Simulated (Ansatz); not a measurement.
Cost and result for the atomization energy of C2H6OSi, SMILES `C=C(O)[SiH3]` (10 atoms, 9 bonds).

```
atom   x (Å)   y (Å)   z (Å)
  C1   0.480   1.531   0.167
  C2  -0.319   0.468   0.096
  O3  -1.667   0.638   0.249
 Si4   0.375  -1.247  -0.209
  H5   0.082   2.526   0.343
  H6   1.549   1.421   0.049
  H7  -2.124  -0.203   0.176
  H8   0.001  -2.148   0.915
  H9   1.849  -1.166  -0.339
 H10  -0.225  -1.819  -1.447
```

Charge 0, multiplicity 1. The geometry is a stationary point of PBE0-D4/def2-TZVP. It is one conformer, not always the lowest. Program: Ansatz. All runs use 2 threads of an Arm Neoverse V2 on a shared host. Times are those of one run each, without the atoms' runs, and a repeat can differ threefold. Electronic energies, without spin–orbit coupling; frozen cores. CCSD(T)/CBS adds CCSD(T) − MP2 in def2-TZVPP to the MP2 limit, and its time is that of the two runs behind it. T1 = 0.013. B3LYP takes the VWN-RPA correlation (the form of Gaussian; ORCA's B3LYP/G).

CCSD(T)/CBS is a level of theory with its own doubt, some kJ/mol a heavy atom from the limit and from the frozen cores, so smaller differences don't rank the functionals.

```csv
level,functions,wall time
revPBE-D4/def2-TZVPP,219,1.9 s
PBE0-D4/def2-TZVPP,219,2.8 s
BHLYP-D4/def2-TZVPP,219,3 s
CCSD(T)/def2-SVP,90,3.2 s
CAM-B3LYP-D4/def2-TZVPP,219,3.2 s
B3LYP-D4/def2-TZVPP (with forces),219,4.5 s
r2SCAN-D4/def2-TZVPP (with forces),219,4.7 s
PBE-QIDH/def2-TZVPP,219,6 s
ωB97X-V/def2-TZVPP,219,8.5 s
B97M-V/def2-TZVPP,219,9 s
MP2/def2-QZVPP,421,20 s
CCSD(T)/def2-TZVPP,219,84 s
CCSD(T)/CBS(def2),–,100 s
```

Question: What atomization energy does each give, and how far from CCSD(T)/CBS? (Estimate.)

Answer: The calculation gave: 
```csv
level,atomization (kcal/mol),difference from CCSD(T)/CBS,per bond
revPBE-D4/def2-TZVPP,869.7,-5.5,-0.6
PBE0-D4/def2-TZVPP,873.6,-1.6,-0.2
BHLYP-D4/def2-TZVPP,849.3,-25.9,-2.9
CCSD(T)/def2-SVP,826.6,-48.6,-5.4
CAM-B3LYP-D4/def2-TZVPP,878.3,3.1,0.3
B3LYP-D4/def2-TZVPP (with forces),875.2,0.0,0.0
r2SCAN-D4/def2-TZVPP (with forces),876.5,1.3,0.1
PBE-QIDH/def2-TZVPP,866.3,-8.9,-1.0
ωB97X-V/def2-TZVPP,876.5,1.3,0.1
B97M-V/def2-TZVPP,875.7,0.5,0.1
MP2/def2-QZVPP,876.3,1.1,0.1
CCSD(T)/def2-TZVPP,852.4,-22.8,-2.5
CCSD(T)/CBS(def2),875.2,0.0,0.0
```

At CCSD(T), def2-SVP lies −48.5 kcal/mol from the extrapolated value and def2-TZVPP −22.8 kcal/mol: correlation converges slowly with the basis, and small sets miss more of it in the bonded molecule than in its fragments. Leaving LDA and LC-ωPBE aside and taking each functional with its dispersion term where it has one, the values, not all of them listed here, spread over 40.5 kcal/mol, from BHLYP-D4 to PBE-D4. LDA lies +113.6 kcal/mol from PBE without D4, its usual overbinding. The D4 term adds +6.8 kcal/mol with B3LYP and +3.5 kcal/mol with PBE0; it sums over pairs of atoms, weighted by their polarisabilities, and B3LYP, whose exchange is more repulsive, gets the larger term.
